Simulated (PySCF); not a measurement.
diglyme (C6H14O3), SMILES COCCOCCOC. Geometry: PBE-D3(BJ)/def2-SVP. Other conformers were not sampled.

Q: Give the equilibrium geometry at PBE-D3(BJ)/def2-SVP (PySCF confirms it by a frequency run) as bond lengths and angles. (Estimate from the structure and the level; the computed values follow.)

A: One answer among several that fit: 
Atoms: C1 O2 C3 C4 O5 C6 C7 O8 C9 H10 H11 H12 H13 H14 H15 H16 H17 H18 H19 H20 H21 H22 H23. Bonded distances (Å): C1–O2 1.409, C1–H10 1.108, C1–H11 1.116, C1–H12 1.118, O2–C3 1.414, C3–C4 1.539, C3–H13 1.118, C3–H14 1.110, C4–O5 1.414, C4–H15 1.110, C4–H16 1.117, O5–C6 1.413, C6–C7 1.521, C6–H17 1.118, C6–H18 1.117, C7–O8 1.408, C7–H19 1.120, C7–H20 1.119, O8–C9 1.405, C9–H21 1.118, C9–H22 1.108, C9–H23 1.118. Angles (°): O2–C1–H10 107.4, O2–C1–H11 113.5, O2–C1–H12 111.9, H10–C1–H11 107.9, H10–C1–H12 108.4, H11–C1–H12 107.6, C1–O2–C3 114.3, O2–C3–C4 112.5, O2–C3–H13 111.8, O2–C3–H14 106.3, C4–C3–H13 108.9, C4–C3–H14 109.9, H13–C3–H14 107.3, C3–C4–O5 113.0, C3–C4–H15 109.7, C3–C4–H16 109.0, O5–C4–H15 106.1, O5–C4–H16 111.5, H15–C4–H16 107.4, C4–O5–C6 114.8, O5–C6–C7 107.7, O5–C6–H17 111.2, O5–C6–H18 112.8, C7–C6–H17 109.6, C7–C6–H18 108.7, H17–C6–H18 106.9, C6–C7–O8 108.1, C6–C7–H19 109.2, C6–C7–H20 109.5, O8–C7–H19 111.7, O8–C7–H20 111.7, H19–C7–H20 106.7, C7–O8–C9 113.0, O8–C9–H21 112.2, O8–C9–H22 107.8, O8–C9–H23 112.2, H21–C9–H22 108.5, H21–C9–H23 107.5, H22–C9–H23 108.5.
Charge 0, spin multiplicity 1.
